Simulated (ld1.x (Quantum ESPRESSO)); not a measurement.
**What the settings do to the TM potential of boron (B)**

Base potential:

ld1.x (Quantum ESPRESSO) 7.5 input, shortened:

```
&input
   title='B', zed=5., rel=0, dft='PZ', iswitch=3,
   config='[He] 2s2 2p1 3d-2'
 /
 &inputp
   pseudotype=2, tm=.true., lloc=-1, rcloc=2.30,
   nlcc=.false.
 /
3
2S  1  0   2.00   0.00  1.10  1.10  0.0
2P  2  1   1.00   0.00  2.30  2.30  0.0
3D  3  2  -2.00   0.50  1.85  1.85  0.0
 &test
   configts(1)='2s2 2p1'
 /
```

All-electron outer shells of the reference configuration (LDA (PZ), non-relativistic, ld1.x):

```json
{"shell": "2s", "level (eV)": "-9.39", "outermost node (bohr)": "0.46", "outermost maximum (bohr)": "1.52"}
{"shell": "2p", "level (eV)": "-3.72", "outermost node (bohr)": "–", "outermost maximum (bohr)": "1.55"}
```

Cutoffs, loose and tight: the cutoffs (Ry, on a coarse ladder) from which the occupation-weighted sum of valence levels, in a spherical-Bessel basis at the reference potential, stays within 10 and 1 mRy of its value at 400 Ry. They do not see the model core or the augmentation charge, which bear on the density cutoff. Test errors are all-electron minus pseudo excitation energies from the reference, over the configurations 2s2 2p0; 2s1 2p0; 2s2 2p0.5; 2s0 2p3; 2s1 2p1; 2s1 2p2; 2s2 2p1.3 (two spin-polarised tests are not counted in the largest error). A dash means not determined; rows that change the core or the reference have their own tests.

A true bound ghost makes a file unfit for plane-wave use even where its test errors are small: the radial tests pick states by their node count and pass the ghost by.

| change | outcome | cutoff, loose | cutoff, tight | bound ghosts | largest test error (meV) |
| --- | --- | --- | --- | --- | --- |
| base | generated | 21 Ry | 70 Ry | none | +156 |
| local potential all-electron potential smoothed inside 0.94 bohr (lloc = -1) | generated | 21 Ry | 70 Ry | none | +176 |
| local potential all-electron potential smoothed inside 1.20 bohr (lloc = -1) | generated | 21 Ry | 70 Ry | none | +175 |
| local potential all-electron potential smoothed inside 1.40 bohr (lloc = -1) | generated | 21 Ry | 70 Ry | none | +174 |
| local potential all-electron potential smoothed inside 1.70 bohr (lloc = -1) | generated | 21 Ry | 70 Ry | none | +173 |
| local potential all-electron potential smoothed inside 1.92 bohr (lloc = -1) | generated | 21 Ry | 70 Ry | none | +170 |
| local potential all-electron potential smoothed inside 2.10 bohr (lloc = -1) | generated | 21 Ry | 70 Ry | none | +166 |
| local potential all-electron potential smoothed inside 2.32 bohr (lloc = -1) | generated | 21 Ry | 70 Ry | none | +156 |

(1) What comes out with this change to the base: local potential all-electron potential smoothed inside 2.58 bohr (lloc = -1)?

Answers

(1) outcome: generated; cutoff, loose: 21 Ry; cutoff, tight: 70 Ry; bound ghosts: s; largest test error (meV): +119.

Reading the sweep of the rcloc (base included, trends over the rows without a ghost): The loose cutoff stays near 21 Ry. The median size of the test errors (rows with all tests solved) is not monotonic: lowest 5.5 meV at 0.94 bohr, highest 7.8 meV at 2.1 bohr. Bound ghosts are found at 2.58 bohr.
